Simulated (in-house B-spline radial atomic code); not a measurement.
Inner levels of strontium as electrons are removed. A shift is the extra binding of the orbital against the neutral atom ([Kr] 5s2). The density at the nucleus is averaged over the nuclear charge. Computed with an all-electron radial atomic-structure program (B-spline basis): Dirac-Hartree-Fock, jj configuration that fills j = l - 1/2 first, finite nuclei.

A number in brackets counts the electrons of a j subshell.

| ion | configuration | shift of 1s1/2 (eV) | radius of 1s1/2 (bohr) | Σ<r²> (bohr²) | change of density at nucleus (bohr⁻³) |
| --- | --- | --- | --- | --- | --- |
| Sr30+ | [He] 2s2 2p1/2(2) 2p3/2(2) | 1860.23 | 0.039041 | 0.16709 | -484.56 |
| Sr31+ | [He] 2s2 2p1/2(2) 2p3/2(1) | 2075.72 | 0.039003 | 0.13894 | -313.03 |
| Sr32+ | [He] 2s2 2p1/2(2) | 2295.49 | 0.038963 | 0.11212 | -136.98 |
| Sr33+ | [He] 2s2 2p1/2(1) | 2526.37 | 0.038917 | 0.087498 | 12.243 |
| Sr34+ | [He] 2s2 | 2761.94 | 0.038869 | 0.06409 | 163.98 |
| Sr35+ | [He] 2s1 | 2964.97 | 0.038864 | 0.033599 | -2993.79 |
| Sr36+ | 1s2 | 3170.76 | 0.03884 | 0.0040546 | -6264.37 |
| Sr37+ | 1s1 | 3831.41 | 0.038442 | 0.0019836 | -32366.2 |
